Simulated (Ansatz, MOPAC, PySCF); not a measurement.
Complex: H2S (SMILES S) (first 3 atoms) with GeH4 (SMILES [GeH4]); geometry from B3LYP-D3(BJ)/def2-TZVP, rigid monomers moved along the line of their centres of mass till S1···Ge4 is 3.47 Å.
(charge 0, multiplicity 1):
```xyz
8

S      0.1562    -0.3755    -0.3138
H      0.2778    -1.6336     0.1384
H     -1.1720    -0.3716    -0.1193
Ge     0.0033     0.1282     3.1193
H     -0.1245     0.2786     4.6456
H     -1.0037    -0.9286     2.6398
H      1.4278    -0.3231     2.7716
H     -0.3017     1.4735     2.4485
```

Interaction energies are E(AB) − E(A) − E(B) at the monomers' geometry in the complex; basis-set methods are counterpoise corrected. Rows marked so take none.

Cores are frozen in the correlated methods. Filled d and f shells under p-block atoms count as core. CBS(a, b) extrapolates the correlation energy as X⁻³ and adds the Hartree–Fock energy of set b. Rows in 3-21G, 6-31G*, LANL2DZ, STO-3G carry no dispersion term and start afresh at each structure (6-31G* with six Cartesian d functions); the Pople sets are all-electron and without relativity. LANL2DZ brings its own core potentials from Na on. The state that AM1, PM3 reach isn't checked.

The values were computed with Ansatz (Gaussian basis) for Hartree–Fock, density functionals and correlated methods; MOPAC for AM1, PM3 (differences of heats of formation); PySCF for 3-21G rows, 6-31G* rows, LANL2DZ rows, STO-3G rows, the dispersion terms. 

Other levels give for the interaction energy: PBE/def2-TZVPPD 0.83; B3LYP/def2-TZVPPD 2.09; B3LYP-D3(BJ)/def2-TZVPPD -0.37; wB97M-V/def2-TZVPPD -0.40; CCSD(T)/CBS(def2-SVPD, def2-TZVPPD) 0.12 kcal/mol.

### Question
What do these common cheap choices give for the same quantity: AM1, PM3, HF/STO-3G (no counterpoise), HF/3-21G (no counterpoise), HF/6-31G* (no counterpoise), BP86/6-31G* (no counterpoise), B3LYP/6-31G* (no counterpoise), B3LYP/LANL2DZ (no counterpoise)?

### Answer
AM1 0.17; PM3 2.04; HF/STO-3G (no counterpoise) 1.45; HF/3-21G (no counterpoise) 0.61; HF/6-31G* (no counterpoise) 2.66; BP86/6-31G* (no counterpoise) 1.63; B3LYP/6-31G* (no counterpoise) 1.74; B3LYP/LANL2DZ (no counterpoise) 1.87 kcal/mol. They span 0.17 to 2.66 kcal/mol.

Ansatz is an electronic-structure program.
